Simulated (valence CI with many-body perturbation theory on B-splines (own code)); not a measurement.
# Dy LIV: calculated level list

Computed by valence CI with perturbative core correlation (CI+MBPT): three valence electrons over a frozen Dirac-Fock core [Ne], a basis of 9 s, 9 p, 8 d, 6 f, 3 g, 1 h functions for each j, with the one-electron correlation potential Σ1 (screened to all orders), the two-electron term Σ2, the three-electron term Σ3, Breit, model QED; selected single and double excitations, second order for the rest, scaled by the run's own slope (own B-spline code, finite nucleus).

No measured spectrum was set against this ion. As an estimate, large intervals hold to a few tenths of a per cent, small ones and those within an open d or f shell to about a per cent.

Levels 1 to 35 of 35, with energies above the lowest level, (3s^2 3p1/2) J=1/2. "Leading %" is the weight of the configuration and term that name the level; weights of strongly mixed levels are sums over their largest components and can fall short, so below about 35 % the name and the second component can differ from the true leading terms, or belong to a minority configuration. In the jj column 3d3/2^4 stands for four electrons in 3d with j = 3/2.

| No. | Configuration | Term | J | E (× 10³ cm⁻¹) | Leading % | Second component | g | Leading jj |
| --- | --- | --- | --- | --- | --- | --- | --- | --- |
| 1 | 3s2 3p | 2P° | 1/2 | 0.00 | 99 |  | 0.652 | 3s^2 3p1/2 (99 %) |
| 2 | 3s 3p2 | 4P | 1/2 | 1123.6 | 56 | 29 % 3s 3p2 2S | 2.164 | 3s 3p1/2^2 (98 %) |
| 3 | 3s2 3p | 2P° | 3/2 | 1705.3 | 99 |  | 1.323 | 3s^2 3p3/2 (99 %) |
| 4 | 3s 3p2 | 4P | 3/2 | 2625.6 | 90 | 7 % 3s 3p2 2D | 1.642 | 3s 3p1/2 3p3/2 (99 %) |
| 5 | 3s 3p2 | 2D | 5/2 | 2749.1 | 58 | 40 % 3s 3p2 4P | 1.347 | 3s 3p1/2 3p3/2 (97 %) |
| 6 | 3s 3p2 | 2D | 3/2 | 2903.3 | 54 | 27 % 3s 3p2 2P | 0.959 | 3s 3p1/2 3p3/2 (83 %) |
| 7 | 3s 3p2 | 2P | 1/2 | 2973.1 | 70 | 28 % 3s 3p2 4P | 1.238 | 3s 3p1/2 3p3/2 (97 %) |
| 8 | 3s2 3d | 2D | 3/2 | 3329.5 | 82 | 9 % 3s 3p2 2D | 0.829 | 3s^2 3d3/2 (82 %) |
| 9 | 3s2 3d | 2D | 5/2 | 3657.5 | 95 | 4 % 3s 3p2 4P | 1.208 | 3s^2 3d5/2 (95 %) |
| 10 | 3p3 | 2P° | 3/2 | 4018.5 | 33 | 21 % 3p3 2D° | 1.173 | 3p1/2^2 3p3/2 (71 %) |
| 11 | 3s 3p 3d | 4F° | 3/2 | 4128.5 | 69 | 13 % 3s 3p 3d 2D° | 0.611 | 3s 3p1/2 3d3/2 (82 %) |
| 12 | 3s 3p 3d | 4F° | 5/2 | 4218.6 | 46 | 27 % 3s 3p 3d 2F° | 1.031 | 3s 3p1/2 3d3/2 (97 %) |
| 13 | 3s 3p 3d | 4D° | 1/2 | 4400.9 | 61 | 32 % 3s 3p 3d 2P° | 0.384 | 3s 3p1/2 3d3/2 (98 %) |
| 14 | 3s 3p2 | 4P | 5/2 | 4428.7 | 56 | 41 % 3s 3p2 2D | 1.415 | 3s 3p3/2^2 (96 %) |
| 15 | 3s 3p 3d | 4D° | 3/2 | 4434.2 | 37 | 21 % 3s 3p 3d 4P° | 1.299 | 3s 3p1/2 3d3/2 (85 %) |
| 16 | 3s 3p 3d | 4P° | 5/2 | 4611.6 | 38 | 30 % 3s 3p 3d 4D° | 1.351 | 3s 3p1/2 3d5/2 (99 %) |
| 17 | 3s 3p2 | 2S | 1/2 | 4681.3 | 68 | 16 % 3s 3p2 4P | 1.901 | 3s 3p3/2^2 (98 %) |
| 18 | 3s 3p 3d | 4F° | 7/2 | 4700.4 | 47 | 30 % 3s 3p 3d 2F° | 1.244 | 3s 3p1/2 3d5/2 (97 %) |
| 19 | 3s 3p2 | 2P | 3/2 | 4729.0 | 63 | 29 % 3s 3p2 2D | 1.195 | 3s 3p3/2^2 (98 %) |
| 20 | 3s 3p 3d | 2F° | 5/2 | 4776.1 | 51 | 19 % 3s 3p 3d 2D° | 1.043 | 3s 3p1/2 3d5/2 (96 %) |
| 21 | 3s 3p 3d | 2D° | 3/2 | 4814.1 | 38 | 34 % 3s 3p 3d 2P° | 1.116 | 3s 3p1/2 3d5/2 (84 %) |
| 22 | 3p2 3d | 2D | 3/2 | 5494.3 | 39 | 36 % 3p2 3d 4F | 0.770 | 3p1/2^2 3d3/2 (99 %) |
| 23 | 3p3 | 2D° | 5/2 | 5680.9 | 71 | 12 % 3s 3p 3d 2D° | 1.160 | 3p1/2 3p3/2^2 (71 %) |
| 24 | 3p3 | 4S° | 3/2 | 5712.7 | 47 | 44 % 3p3 2D° | 1.401 | 3p1/2 3p3/2^2 (91 %) |
| 25 | 3p3 | 2P° | 1/2 | 5822.9 | 83 | 14 % 3s 3p 3d 2P° | 0.688 | 3p1/2 3p3/2^2 (83 %) |
| 26 | 3s 3p 3d | 4D° | 3/2 | 5932.2 | 42 | 37 % 3s 3p 3d 4P° | 1.307 | 3s 3p3/2 3d3/2 (98 %) |
| 27 | 3s 3p 3d | 4P° | 1/2 | 5943.1 | 83 | 14 % 3s 3p 3d 4D° | 2.235 | 3s 3p3/2 3d3/2 (97 %) |
| 28 | 3s 3p 3d | 4D° | 5/2 | 5949.4 | 45 | 21 % 3s 3p 3d 4F° | 1.243 | 3s 3p3/2 3d3/2 (82 %) |
| 29 | 3s 3p 3d | 4F° | 7/2 | 5975.8 | 41 | 30 % 3s 3p 3d 2F° | 1.253 | 3s 3p3/2 3d3/2 (89 %) |
| 30 | 3p2 3d | 2D | 5/2 | 5976.3 | 31 | 22 % 3p2 3d 4D | 1.194 | 3p1/2^2 3d5/2 (97 %) |
| 31 | 3s 3p 3d | 2D° | 3/2 | 6157.9 | 63 | 23 % 3s 3p 3d 4P° | 0.986 | 3s 3p3/2 3d3/2 (80 %) |
| 32 | 3s 3p 3d | 4F° | 9/2 | 6177.1 | 100 |  | 1.324 | 3s 3p3/2 3d5/2 (100 %) |
| 33 | 3s 3p 3d | 2F° | 5/2 | 6268.7 | 68 | 8 % 3s 3p 3d 4F° | 0.963 | 3s 3p3/2 3d3/2 (90 %) |
| 34 | 3s 3p 3d | 2P° | 1/2 | 6300.4 | 67 | 20 % 3s 3p 3d 4D° | 0.608 | 3s 3p3/2 3d3/2 (85 %) |
| 35 | 3s 3p 3d | 2D° | 5/2 | 6340.8 | 49 | 36 % 3s 3p 3d 4P° | 1.326 | 3s 3p3/2 3d5/2 (94 %) |

The ionisation energy to 3s2 1S_0 of the next ion comes out as 5067 eV (NIST: 5066 ± 5 eV (theoretical)). All 35 levels together are meant to be complete up to 6404.2 × 10³ cm⁻¹.
